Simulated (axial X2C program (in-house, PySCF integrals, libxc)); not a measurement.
## NaV⁻: from the spin-free to the two-component result

All values were computed with an in-house all-electron X2C program for linear molecules (integrals from PySCF). Spin-free means the one-electron spin-free X2C Hamiltonian; two-component (2c) means X2C with spin–orbit coupling and atomic mean-field two-electron Coulomb and Gaunt terms, so the difference of the two also holds small scalar two-electron terms. Basis: V dyall-acv3z [11s11p7d4f2g], Na dyall-av3z [10s9p5d2f] (cores contracted in-house); Gaussian nuclei, density fitting, unrestricted open shells. Masses: V 50.944 u, Na 22.990 u.

Spin-free state: M_S = 5/2, Λ = 0 (beyond evenly filled blocks: σα, π+α, π-α, δ+α, δ-α); fragments V + Na-.

```
  level  Re (Å)  ωe (cm⁻¹)  μ (D)
   PBE0   3.364      105.8  -5.47
r2SCAN0   3.424      102.5  -5.52
```

Dipoles are positive if Na is the positive end and refer to the centre of mass.

Two-component determinant lowest at the distance of the search:

Ω = 5/2 (⟨Sz⟩ = 2.50, ⟨Lz⟩ = 0.00 at PBE0); fragments V + Na-.

```csv
level,Re (Å),ωe (cm⁻¹),μ (D)
PBE0,3.364,105.8,-5.47
r2SCAN0,3.424,102.4,-5.52
```

Q: From the two tables, how do the constants change at the PBE0 level (2c against spin-free)?

A: At the PBE0 level Re is unchanged within 0.001 Å and ωe doesn't move by more than 0.2 cm⁻¹.

One determinant describes the state; a PBE0 search over occupations chose it and may have missed a lower one. De is not given where an atomic determinant may have missed its ground term or J level, or where the truncated virtual space spoils (T). Density functionals use the spin component along the axis (collinear). PBE0 can misorder states that lie within some tenths of an eV, so this need not be the ground state of the molecule. The nearest other spin-free determinant of the search, M_S = 5/2, Λ = 1, lies 0.05 eV up at the distance of the search. The functionals have no current-density term, which raises determinants with orbital currents, atoms included. With several unpaired electrons one determinant need not be a pure state. A state of lower Ω lies just above, and one determinant can place such states too high, so the state shown need not be the lowest. The search has Ω = 3/2 only 0.04 eV up. The highest occupied level of some functionals is positive through self-interaction error; at Hartree–Fock it is bound. This is the top spin component of a Σ state; components of lower Ω are not single determinants and can lie lower. The determinant is spin-polarised beyond a pure state at some levels (its spin-free form has ⟨S²⟩ too high), which makes Re and μ there less reliable.
